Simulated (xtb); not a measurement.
xtb input (GFN1-xTB):

```bash
xtb mol.xyz --gfn 1 --sp --chrg 0 --uhf 0
```
mol.xyz:
```
8

Si    -2.20436540     0.15637191    -0.57419282
Si     0.04754154    -0.00337247     0.01238362
Cl     0.97738129    -1.48102291    -1.07313114
Cl     0.24767075    -0.44921664     2.00927277
Cl     1.02005658     1.77097742    -0.35133603
H     -2.85752379    -1.13893195    -0.28419845
H     -2.82179305     1.23690870     0.22564971
H     -2.29199569     0.46748730    -2.01781772
```

End of the output:

```
         :::::::::::::::::::::::::::::::::::::::::::::::::::::
         ::                     SUMMARY                     ::
         :::::::::::::::::::::::::::::::::::::::::::::::::::::
         :: total energy             -18.286794107582 Eh    ::
         :: gradient norm              0.022660278894 Eh/a0 ::
         :: HOMO-LUMO gap              4.982452702722 eV    ::
         ::.................................................::
         :: SCC energy               -18.347799335068 Eh    ::
         :: -> electrostatic           0.007939186475 Eh    ::
         :: repulsion energy           0.065621766953 Eh    ::
         :: dispersion energy         -0.004616539467 Eh    ::
         :: halogen bond corr.         0.000000000000 Eh    ::
         :: add. restraining           0.000000000000 Eh    ::
         :: total charge              -0.000000000000 e     ::
         :::::::::::::::::::::::::::::::::::::::::::::::::::::

           -------------------------------------------------
          |                Property Printout                |
           -------------------------------------------------

    * Orbital Energies and Occupations

         #    Occupation            Energy/Eh            Energy/eV
      -------------------------------------------------------------
         1        2.0000           -0.9176020             -24.9692
       ...           ...                  ...                  ...
         4        2.0000           -0.6515657             -17.7300
         5        2.0000           -0.5880516             -16.0017
         6        2.0000           -0.5099785             -13.8772
         7        2.0000           -0.5099785             -13.8772
         8        2.0000           -0.4995127             -13.5924
         9        2.0000           -0.4921442             -13.3919
        10        2.0000           -0.4921442             -13.3919
        11        2.0000           -0.4828484             -13.1390
        12        2.0000           -0.4828484             -13.1390
        13        2.0000           -0.4711536             -12.8207
        14        2.0000           -0.4711536             -12.8207
        15        2.0000           -0.4650523             -12.6547
        16        2.0000           -0.4191551             -11.4058 (HOMO)
Note: The following floating-point exceptions are signalling: IEEE_DENORMAL
normal termination of xtb
        17                         -0.2360534              -6.4233 (LUMO)
        18                         -0.2360534              -6.4233
        19                         -0.2033460              -5.5333
        20                         -0.1740350              -4.7357
        21                         -0.1740350              -4.7357
        22                         -0.1502637              -4.0889
        23                         -0.0877132              -2.3868
        24                         -0.0877132              -2.3868
        25                         -0.0806150              -2.1936
        26                         -0.0736716              -2.0047
        27                         -0.0736716              -2.0047
       ...                                ...                  ...
        51                          1.4685431              39.9611
      -------------------------------------------------------------
                  HL-Gap            0.1831018 Eh            4.9825 eV
             Fermi-level           -0.3276043 Eh           -8.9146 eV

  Mulliken/CM5 charges         n(s)   n(p)   n(d)
     1Si    0.21262 -0.03202   1.345  2.009  0.433
     2Si    0.34637  0.21450   1.127  1.437  1.090
     3Cl   -0.11797 -0.07462   1.890  5.238 -0.010
     4Cl   -0.11797 -0.07462   1.890  5.238 -0.010
     5Cl   -0.11797 -0.07462   1.890  5.238 -0.010
     6H    -0.06836  0.01380   1.068  0.000  0.000
     7H    -0.06836  0.01380   1.068  0.000  0.000
     8H    -0.06836  0.01380   1.068  0.000  0.000

Wiberg/Mayer (AO) data.
largest (>0.10) Wiberg bond orders for each atom

 ---------------------------------------------------------------------------
     #   Z sym  total        # sym  WBO       # sym  WBO       # sym  WBO
 ---------------------------------------------------------------------------
     1  14 Si   3.890 --     2 Si   0.942     6 H    0.917     8 H    0.917
                             7 H    0.917
     2  14 Si   4.970 --     4 Cl   1.308     5 Cl   1.308     3 Cl   1.308
                             1 Si   0.942
     3  17 Cl   1.432 --     2 Si   1.308
     4  17 Cl   1.432 --     2 Si   1.308
     5  17 Cl   1.432 --     2 Si   1.308
     6   1 H    0.988 --     1 Si   0.917
     7   1 H    0.988 --     1 Si   0.917
     8   1 H    0.988 --     1 Si   0.917
 ---------------------------------------------------------------------------

Topologies differ in total number of bonds
Writing topology from bond orders to xtbtopo.mol

 dipole moment from electron density (au)
     X       Y       Z
  -0.6176   0.0438  -0.1609  total (Debye):    1.626

           -------------------------------------------------
          | TOTAL ENERGY              -18.286794107582 Eh   |
          | GRADIENT NORM               0.022660278894 Eh/α |
          | HOMO-LUMO GAP               4.982452702722 eV   |
           -------------------------------------------------

------------------------------------------------------------------------
------------------------------------------------------------------------
 total:
 SCF:
```
